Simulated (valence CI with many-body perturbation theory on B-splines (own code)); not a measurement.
W⁶⁷⁺ in brief

Computed by relativistic CI+MBPT: five valence electrons over a frozen Dirac-Fock core [He], a basis of 9 s, 9 p, 8 d, 6 f, 3 g, 1 h functions for each j, with the one-electron correlation potential Σ1, the two-electron term Σ2, the three-electron term Σ3, Breit, model QED; selected CI, second order for the rest (own B-spline code, finite nucleus).

No measured spectrum was set against this ion. As an estimate, large intervals hold to a few tenths of a per cent, small ones and those within an open d or f shell to about a per cent. Among the levels kept, up to 1200 cm⁻¹ of a level comes from second order outside the variational space, and about a tenth of that is noise between levels of different J, which matters for small intervals.

Levels are named by their leading jj configuration (3d3/2^4 stands for four electrons in 3d with j = 3/2), which in mixed levels can hold well under half, so a name can repeat and another be missing.

Rates and lifetimes use the calculated energies. Strong lines usually hold to 10 to 20 %, long lifetimes can be off by a factor of two.

What is the ground level?

(2s^2 2p1/2^2 2p3/2) J=3/2, composition 49 % 2s2 2p3 2P° + 27 % 2s2 2p3 2D° + 24 % 2s2 2p3 4S°, g = 1.312.

What is the ionisation energy?

16635 eV; NIST lists 16588 ± 11 eV (semi-empirical).

Where does the other parity begin?

At (2s 2p1/2^2 2p3/2^2) J=5/2, 13986 × 10³ cm⁻¹.

Among levels below 90942 × 10³ cm⁻¹, which E1 lines absorb most strongly from the ground level?

to (2s^2 2p1/2^2 3d5/2) J=5/2 at 0.1299 nm, f = 0.549; to (2s^2 2p1/2 2p3/2 3d3/2) J=5/2 at 0.1141 nm, f = 0.508; to (2s^2 2p1/2 2p3/2 3d3/2) J=3/2 at 0.1140 nm, f = 0.302.

What are the static dipole polarisabilities of the lowest levels?

(2s^2 2p1/2^2 2p3/2) J=3/2 6.76e-05 (tensor 1.3e-05) bohr³, of which the core gives 2.19e-07.

How well does LS coupling describe the low levels?

Among the lowest 20 levels the leading LS term, summed over configurations, holds 63 % on average. For single configurations the figures are 63 % in LS and 100 % in jj coupling. Terms mix most in the J = 3/2 level at 75320 × 10³ cm⁻¹, where the leading one holds 35 %.

Name the longest-lived excited levels whose lifetime is computed, and their main decay.

(2s^2 2p1/2 2p3/2^2) J=5/2 at 11379 × 10³ cm⁻¹ lives 234 ps, mostly by M1 to (2s^2 2p1/2^2 2p3/2) J=3/2; (2s^2 2p1/2 2p3/2^2) J=1/2 at 11804 × 10³ cm⁻¹ lives 72.0 ps, mostly by M1 to (2s^2 2p1/2^2 2p3/2) J=3/2; (2s^2 2p1/2 2p3/2^2) J=3/2 at 11192 × 10³ cm⁻¹ lives 40.1 ps, mostly by M1 to (2s^2 2p1/2^2 2p3/2) J=3/2.
